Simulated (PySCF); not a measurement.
**A small calculation by hand: refractive index and permittivity of the vapour**

C3H5ClOSi, SMILES C#CC[Si@@H](O)Cl.

Geometry optimised at PBE0-D3(BJ)/def2-SVP. The structure was generated by enumeration; whether it is a known compound was not checked. One conformer was computed; it need not be the lowest.

PBE0/def2-TZVP run with PySCF gives a mean static polarisability of 70.9 bohr³ and a dipole moment of 1.69 D. Take an ideal gas at 298.15 K and 0.01 bar, whether or not the substance is that volatile.

### Question
Work out n − 1 in the optical limit and the static ε − 1.

### Answer

Polarisability volume α' = 70.9 × 0.148185 = 10.51 Å³. Number density N = p/kT = 2.43e-7 Å⁻³.
Dilute limit of Lorentz–Lorenz: n − 1 = 2π N α' = 1.6e-5.
Orientation term of Debye: μ²/(3kT) = 8.098 Å³ × μ²(D²) = 23.13 Å³.
ε − 1 = 4π N (α' + μ²/3kT) = 0.00010. Orientation of the dipole supplies 69 % of the static response; it can't follow optical fields. Vibrational polarisation and dispersion are left out.
